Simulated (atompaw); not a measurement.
## What one change does to a pseudopotential (Pr (Z = 59), PAW (atompaw))

```
Element                 : praseodymium
Generator               : atompaw 4.2.0.5
Type                    : PAW
Functional              : PBE
Relativity              : scalar-relativistic
Frozen core             : [Kr] 4d10 5s2
Valence charge          : 11
Reference configuration : 4f3 5p6 5d0 6s1.5 6p0 (charge +0.5)
Partial waves           : 6s (bound); 6s channel at 0.3 Ry; 5p (bound); 6p (bound, empty); 5d (bound, empty); 5d channel at 0.35 Ry; 4f (bound); 4f channel at 3.35 Ry
Local potential         : troulliermartins scheme with l = 4 at -0.5 Ry, radius 2.10 bohr
Core correction         : smooth core density matched at 2.55 bohr
Augmentation charge     : sinc compensation charge, radius 2.65 bohr; PAW radius 3.00 bohr; waves and projectors: bloechl
```

Change: wave 4f channel at 3.35 Ry becomes 4f channel at 1.97 Ry.

Cutoffs: the cutoffs (Ry, on a coarse ladder) from which the occupation-weighted sum of valence levels, in a spherical-Bessel basis at the reference potential, stays within 10 and 1 mRy of its value at 400 Ry; they do not see the model core or the augmentation charge, which bear on the density cutoff.

What does the change do?

The potential gets neither clearly harder nor softer (40 Ry and 55 Ry → 40 Ry and 55 Ry); both files keep a bound ghost (s); the range in which the f phases agree widens (upper end 0.8 → 4.3).

```csv
quantity,base,changed
"cutoff, loose",40 Ry,40 Ry
"cutoff, tight",55 Ry,55 Ry
loose cutoff by channel (10 mRy a level),"s 8 Ry, p 25 Ry, f 35 Ry","s 8 Ry, p 25 Ry, f 30 Ry"
bound ghosts,s,s
s: phases at 3.02 bohr within 0.05 rad from the reference energy up to (Ry; the scan ends near 5),5.0,5.0
p: phases at 3.02 bohr within 0.05 rad from the reference energy up to (Ry; the scan ends near 5),0.9,0.9
d: phases at 3.02 bohr within 0.05 rad from the reference energy up to (Ry; the scan ends near 5),0.8,0.8
f: phases at 3.02 bohr within 0.05 rad from the reference energy up to (Ry; the scan ends near 5),0.8,4.3
lowest overlap eigenvalue by channel,"s 0.00, p 0.40, d 0.02, f 0.77","s 0.00, p 0.40, d 0.02, f 1.00"
```

 A true bound ghost makes a file unfit for plane-wave use even where its test errors are small: the radial tests pick states by their node count and pass the ghost by. The cutoffs see the waves, projectors and local potential, not the compensation charge or the core.
